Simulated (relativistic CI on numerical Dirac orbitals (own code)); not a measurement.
Computed by Dirac-Coulomb-Breit CI, separate exchange-only KLI orbitals for each configuration, model QED (radiative potential, 1s self-energy scaled to tabulated hydrogen-like ionisation energies), unscaled Slater integrals (own radial code, finite nucleus).

Configuration list (outside the closed core [Ar]): 3d¹⁰4s², 3d¹⁰4s4p, 3d¹⁰4p², 3d¹⁰4s4d, 3d¹⁰4d², 3d¹⁰4s4f, 3d¹⁰4p4d, 3d¹⁰4f², 3d¹⁰4p4f, 3d¹⁰4d4f, 3d¹⁰4s5s, 3d¹⁰4s5p, 3d¹⁰4s5d, 3d¹⁰4s5f, 3d¹⁰4s5g, 3d¹⁰4s6s, 3d¹⁰4s6p, 3d¹⁰4s6d, 3d¹⁰4s6f, 3d¹⁰4s7s, 3d⁹4s²4p, 3d⁹4s²4d, 3d⁹4s²4f, 3d⁹4s²5s, 3d⁹4s²5p, 3d⁹4s²5d. Double excitations out of closed p, d and f shells are left out; levels of such configurations are missing from the list, as are those of other unlisted configurations, and high levels can miss mixing partners. These lack a partner that the ground configuration has and come out too high: 3d⁹4s²4p, 3d⁹4s²4d, 3d⁹4s²4f, 3d⁹4s²5s, 3d⁹4s²5p.

At this charge energies of transitions that change n are usually good to better than 1 %, and those within a shell (Δn = 0) to a few per cent.

Outline of the computed level scheme of Dy XXXVII. Lowest level of each configuration: 3d¹⁰4s² ¹S0 at 0.000 eV; 3d¹⁰4s4p ³P°0 at 68.955 eV; 3d¹⁰4p² ³P0 at 159.336 eV; 3d¹⁰4s4d ³D1 at 254.571 eV; 3d¹⁰4p4d ³F°2 at 327.300 eV; 3d¹⁰4s4f ³F°2 at 404.848 eV; 3d¹⁰4p4f ³G3 at 481.043 eV; 3d¹⁰4d² ³F2 at 515.673 eV.

Some strong electric-dipole decays among the lowest 45 levels: 3d¹⁰4p4d ³D°1 → 3d¹⁰4p² ³P0 (6.1e+11 s⁻¹); 3d¹⁰4s4f ¹F°3 → 3d¹⁰4s4d ¹D2 (5.7e+11 s⁻¹); 3d¹⁰4d² ³F2 → 3d¹⁰4p4d ³D°1 (5.4e+11 s⁻¹); 3d¹⁰4s4d ¹D2 → 3d¹⁰4s4p ¹P°1 (4.9e+11 s⁻¹); 3d¹⁰4d² ³P1 → 3d¹⁰4p4d ³P°2 (4.3e+11 s⁻¹); 3d¹⁰4s4d ³D2 → 3d¹⁰4s4p ³P°1 (4.3e+11 s⁻¹); 3d¹⁰4p4d ¹F°3 → 3d¹⁰4p² ¹D2 (4.0e+11 s⁻¹); 3d¹⁰4p² ¹S0 → 3d¹⁰4s4p ¹P°1 (3.8e+11 s⁻¹).

LS names give the leading component of a level, which can be under half, so a name can repeat, a term be missing and a line seem to break the LS rules.
